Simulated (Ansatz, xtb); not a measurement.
**A geometry optimisation of AlF3GeH+ with r2SCAN-D4/def2-SVP**

The starting geometry of this gas-phase singlet has its atoms placed at random.

```xyz
6

Al   -1.4566    0.0563    0.7287
F    -1.8260   -1.0966   -0.5495
F     0.9398   -1.1221    0.3501
F    -0.7111   -0.0285   -1.0230
Ge    0.7496    0.4795   -1.5575
H    -1.0754    1.4873   -0.3512
```

**Question.** One run relaxed it with r2SCAN-D4/def2-SVP. What is a likely outcome?

**Answer.** It ends as a structure with F2 bridging Al1 and Ge5, F3 bridging Ge5 and Al1, F4 bridging Ge5 and Al1, given below by its coordinates. Distances that change by over a tenth: Al1–H6 (1.83 → 1.54 Å), F4–Ge5 (1.64 → 2.00 Å). Contacts that close: Al1–F3 (2.70 → 1.82 Å), Al1–Ge5 (3.21 → 2.65 Å), F2–Ge5 (3.18 → 2.00 Å), F3–Ge5 (2.50 → 2.00 Å).

The energy falls by 11.01 eV over 24 steps:

```csv
step,E − E(last) (eV)
1,11.008
4,1.956
6,0.701
9,0.511
11,0.505
14,0.500
16,0.477
19,0.147
21,0.000
24,0.000
```

Final geometry (Å):

```csv
atom,x (Å),y (Å),z (Å)
Al,-1.0274,0.4397,0.0187
F,-1.2121,-1.3125,-0.4484
F,0.6923,-0.1018,0.2839
F,-0.4338,0.5458,-1.7013
Ge,0.5388,-1.1697,-1.3951
H,-1.9374,1.3744,0.8399
```

From the same start GFN2-xTB ends elsewhere, differing in Al1–F3 (4.23 against 1.82 Å here), Al1–Ge5 (3.96 against 2.65 Å here), F2–Ge5 (4.62 against 2.00 Å here), F4–Ge5 (2.18 against 2.00 Å here).

From so rough a start the end depends on the optimiser's path, so another program may land elsewhere. No frequencies were run, so the end isn't proven a minimum. Run with Ansatz 0.2.0, 35 s on 2 threads of Intel(R) Xeon(R) 6975P-C (Granite Rapids), on a shared host.
